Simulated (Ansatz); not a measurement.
Input file for Ansatz (an electronic-structure program): R-B3LYP/def2-TZVPP on H4SSi (SMILES [SiH3]S), a point of a torsion scan.

Ansatz 0.2 input:
```yaml
crystal:
  periodic: [false, false, false]
  atoms:
    - {symbol: Si, position_ang: [-0.59816482, -0.04426169, -0.02586097]}
    - {symbol: S, position_ang: [1.42765741, -0.28499867, -0.69859138]}
    - {symbol: H, position_ang: [-0.74526482, -0.74800491, 1.24195427]}
    - {symbol: H, position_ang: [-1.45823539, -0.60796839, -1.05695546]}
    - {symbol: H, position_ang: [-0.74274350, 1.39307064, 0.11759521]}
    - {symbol: H, position_ang: [1.29039139, -1.50342274, -1.19921079]}
basis:
  gaussian:
    orbitals: def2-TZVPP
hamiltonian:
  xc: {name: B3LYP}
scf: {lower_state_search: off}
```

The log:

```
WARN ansatz: RAYON_NUM_THREADS=1 ignored (pool sized by the plan → 1); use --threads N
Functional definition: B3LYP
these checks for a lower state are left out or cut short: stability, starts, cluster_reference, orbital_swaps, neighbouring_geometries, increment
integrals: 0.05 GiB planned
823 factors; their error is unknown
mean field: 0.46 GiB planned
mean field evaluation 1: about -18779.7244 eV, gradient 1.6e1 eV
mean field evaluation 2: about -18780.0786 eV, gradient 1.4e1 eV
mean field evaluation 4: about -18780.4882 eV, gradient 5.6e-1 eV
mean field evaluation 8: about -18780.5060 eV, gradient 1.3e-1 eV
mean field evaluation 16: about -18780.5060 eV, gradient 3.8e-6 eV
mean field -18780.50599410 eV, -690.1708653989 hartree, gradient 3.8e-6 eV, S^2 0.000000; 0 other end points of the search recorded, 0 dependent functions left out
reference -18780.50621738 eV, -690.1708736045 hartree; 17, 17 occupied and 123, 123 virtual orbitals, 823 factors
Total energy: -18780.50621738 eV, -690.1708736045 hartree
Checks for a lower state left out: stability, starts, cluster_reference, orbital_swaps, neighbouring_geometries, increment
```

The run converged.

Cost: around 2.2 core-seconds (rough).
